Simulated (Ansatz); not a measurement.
CH$_{3}$AlF$_{2}$S (`FC[S][AlH][F]`). The species carries charge 0 and has multiplicity 1.

```
atom   x (Å)   y (Å)   z (Å)
  F1  -0.856   0.376  -0.526
  C2   0.478   0.212  -1.148
  S3   1.600  -0.173   0.180
 Al4  -0.360  -0.212   1.280
  F5  -1.120  -1.674   1.379
  H6   0.664   1.170  -1.628
  H7   0.329  -0.592  -1.865
  H8  -0.736   0.892   2.329
```

(1) List the harmonic frequencies (cm⁻¹, unscaled) at PBE0-D4/def2-TZVP in Ansatz. (An estimate is asked.)

(2) Is this a minimum?

(3) Give the ideal-gas thermochemistry at 298.15 K and 1 bar (rigid rotor, harmonic oscillator; point group C1, symmetry number 1).

(4) And at 400, 500, 600, 800 and 1000 K?

(5) Rotational constants (cm⁻¹)?

Results:

(1) The calculation gave: 64, 155, 212, 284, 394, 494, 513, 650, 777, 811, 835, 941, 1164, 1329, 1480, 1994, 3111, 3191.

(2) Yes, all 18 modes are real.

(3) Zero-point energy 110.1 kJ/mol; H(298) − E = 129.5 kJ/mol; entropy 338.8 J/(mol·K), of which translation 167.7, rotation 112.8, vibration 58.3; G(298) − E = 28.5 kJ/mol. Modes under 100 cm⁻¹ are hindered rotations or soft bends, so the harmonic entropy is rough.

(4) 
```tsv
T (K)	H − E (kJ/mol)	S (J/mol/K)	G − E (kJ/mol)
400	140.2	369.5	-7.6
500	152.0	395.8	-45.9
600	164.8	419.2	-86.7
800	192.7	459.3	-174.7
1000	222.8	492.8	-270.0
```

(5) 0.1614, 0.08575, 0.0666.
